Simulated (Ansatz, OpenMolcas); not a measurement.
# CHF3O3S (triflic acid): methods side by side

The runs start from one conformer, not always the lowest.

CHF3O3S, singlet, SMILES `O=S(=O)(O)C(F)(F)F`. Each level relaxes the structure for itself.

Quantity: the highest harmonic wavenumber at each level's own minimum, in cm⁻¹. The values are calculated.

```csv
level,kind,program,value (cm⁻¹)
HF/STO-3G,Hartree–Fock,Ansatz,4156
HF/3-21G,Hartree–Fock,Ansatz,3805
HF/6-31G* (Cartesian functions),Hartree–Fock,OpenMolcas,4018
PBE/def2-SVP,GGA,Ansatz,3636
B3LYP/6-31G* (Cartesian functions),global hybrid,Ansatz,3687
PBE0-D4/def2-TZVP,global hybrid,Ansatz,3792
MP2/6-31G* (Cartesian functions),perturbation theory,Ansatz,3683
```

Harmonic and unscaled. The values span 3636 to 4156 cm⁻¹.
